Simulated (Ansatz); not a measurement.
Program: Ansatz. Geometries: PBE0-D4/def2-TZVP. ΔE: electronic, gas phase. CBS: MP2 limit from def2 TZ/QZ plus the TZ coupled-cluster correction, frozen cores. This one scheme is used for every species. DFT in def2-TZVPP. B3LYP here is the variant with VWN-RPA as its local correlation; programs differ in this. For Ge outer-core shells are correlated without core-valence functions, which leaves a few kJ/mol of doubt a bond. Scalar relativity is left out up to krypton. One conformer a species, not always the lowest.

`O[SiH2][GeH2][OH]` + `NC=O` → `[NH2][GeH2][SiH2]O` + `O=CO`  (formal exchange of groups at a Ge–O bond)

CCSD(T)/CBS gives +16.4 kJ/mol.

**Question.** Another level gave +13.7 kJ/mol. Which?
A. B3LYP/def2-TZVPP
B. HF/def2-TZVPP
C. CCSD(T)/def2-TZVPP
D. SCS-MP2/def2-TZVPP

**Answer.** C. CCSD(T)/def2-TZVPP 13.7, SCS-MP2/def2-TZVPP 19.5, B3LYP 26.0, HF/def2-TZVPP 36.1 kJ/mol.

Largest T1 diagnostic among the species: 0.016.

In def2-TZVPP, CCSD(T) changes the Hartree–Fock value by −22.4 kJ/mol (the triples alone add −3.8 kJ/mol) and MP2 by −20.4 kJ/mol. The D4 term adds −4.3 kJ/mol with B3LYP and −2.2 kJ/mol with PBE0; it sums over pairs of atoms, weighted by their polarisabilities, and B3LYP, whose exchange is more repulsive, gets the larger term.
